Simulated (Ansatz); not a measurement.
```csv
atom,x (Å),y (Å),z (Å)
Si,0.0000,0.0000,-1.1732
Si,0.0000,0.0000,1.1732
H,0.0000,-1.4036,-1.6897
H,-1.2155,0.7018,-1.6897
H,1.2155,0.7018,-1.6897
H,0.0000,1.4036,1.6897
H,-1.2155,-0.7018,1.6897
H,1.2155,-0.7018,1.6897
```

Basis set: cc-pVDZ (spherical functions). Frozen core: 10 orbitals. Charge 0, multiplicity 1.

Computed with Ansatz (development build ahead of 0.2.0); each method stands on the lowest determinant of its kind that the runs found. Restricted open shells among the atoms or ions are ROHF, correlated in semicanonical orbitals with singles.

The atomization energy at this shape (free ground-state atoms in the same class of orbitals less the molecule, no zero-point energy) of singlet Si2H6:

```csv
method,atomization energy
RHF-MP2,20.90 eV
```

(1) What does RHF give?

Answers

(1) 17.70 eV.
